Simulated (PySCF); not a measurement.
Question: What does the PBE0-D3(BJ)/def2-SVP structure of `C#[C][GaH][F]` look like in three dimensions?

Answer: 
```
atom  x, y, z in Å
C1     1.842   -0.307   -0.171
C2     0.649   -0.084   -0.052
Ga3   -1.204    0.300    0.134
F4    -2.263   -1.071   -0.135
H5     2.894   -0.509   -0.276
H6    -1.894    1.641    0.484
```

Orientation and origin are arbitrary. Atoms count from 1 in this order. The 4 heavy atoms lie in one plane (0.001 Å rms). Ga3 (gallium bonded to C, F and H) is planar (angles 129.1°, 116.3° and 114.6°, sum 360.0°, 0.00 Å off the plane of its three neighbours).

Bonds between heavy atoms (Å): C1≡C2 1.219, C2–Ga3 1.902, Ga3–F4 1.753.

Level of theory: PBE0-D3(BJ)/def2-SVP geometry optimisation, gas phase in PySCF.

Point group: Cs (every atom within 0.08 Å of its image). Whether it is a minimum is left open (no frequencies).

Hardware: Arm Neoverse V2, one thread, shared host. Cost: 18 s wall, 0.35 GiB resident at most. That covers the optimisation of the geometry.
